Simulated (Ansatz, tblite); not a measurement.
Removing and adding an electron: Si₂₀H₂₇⁺, a nanocrystal with a defect cut from the lattice of silicon (one cap removed). The state is a singlet with charge 1. Geometry: PBE-D4/def2-SVP. Ansatz, gas phase; energy differences of separate SCF runs; the oxidised species was run as a doublet alone; the reduced species was run as a doublet alone.

```xyz
47

Si   -2.7241   -0.6108   -3.1582
Si   -1.5199    4.0892    1.0383
Si    0.1711    1.0805    3.6800
Si   -1.0105   -3.4284   -1.0200
Si    0.3421   -2.5138    2.4484
Si   -1.3199    0.2042    0.3074
Si    0.4953    1.5906   -2.7120
Si    1.9639    2.5292    0.3175
Si    2.1743   -1.3339   -0.7420
Si    3.5803   -0.3327    2.5555
Si   -2.5527    2.2002    0.0822
Si   -2.3310   -1.4790   -1.0043
Si   -0.7302    0.1658   -4.1433
Si   -1.0176   -0.5880    2.4905
Si    0.6563    4.4852    0.2248
Si    2.0261    1.3952    2.2895
Si   -0.7507   -4.1900    1.1964
Si    1.1256   -3.0707   -1.9425
Si    2.4442   -2.0995    1.4629
Si    0.8162    0.5787   -0.5821
H    -3.3120   -1.6831   -4.0365
H    -3.6938    0.5352   -3.0506
H    -2.3385    5.3153    0.7305
H    -1.4270    3.9257    2.5306
H     0.7272    0.5466    4.9744
H    -0.5903    2.3554    3.8988
H    -1.7221   -4.4795   -1.8351
H     0.5774   -2.9526    3.8728
H    -0.2620    2.8691   -2.4674
H     1.8548    1.9337   -3.2633
H     3.3284    2.5493   -0.3182
H     3.5044   -0.9244   -1.3237
H     3.7483   -0.5552    4.0348
H     4.8810    0.0184    1.8900
H    -3.9134    1.9992    0.6956
H    -2.7146    2.4408   -1.3956
H    -3.6487   -1.8002   -0.3399
H    -1.0322    0.9750   -5.3788
H     0.1643   -0.9847   -4.5115
H    -2.3196   -0.8814    3.1941
H     1.3792    5.4982    1.0716
H     0.6522    4.9408   -1.2074
H    -2.0962   -4.4617    1.8157
H     0.0888   -5.4401    1.2248
H     1.9715   -4.2984   -1.7238
H     1.0693   -2.7627   -3.4122
H     3.2848   -3.3508    1.5410
```

The xTB rows come from tblite. Correlated methods freeze 100 core orbitals. Single mean-field runs in def2-SVP are fitted with def2-universal-jkfit.

```tsv
level	−HOMO (eV)	vertical IE (eV)	−LUMO (eV)	vertical EA (eV)	HOMO–LUMO gap (eV)	IE − EA (eV)
GFN1-xTB	13.64	14.90	12.45	10.99	1.19	3.91
GFN2-xTB	11.44	12.85	10.32	8.67	1.12	4.17
PBE-D4/def2-SVP	9.12	10.69	7.31	5.76	1.81	4.93
PBE0-D4/def2-SVP	10.05	11.14	6.86	5.96	3.19	5.18
PBE-QIDH/def2-SVP	–	11.41	–	5.93	–	5.48
```

 Raw xTB energy differences between charge states are shifted by several eV; the methods need an empirical correction for them.
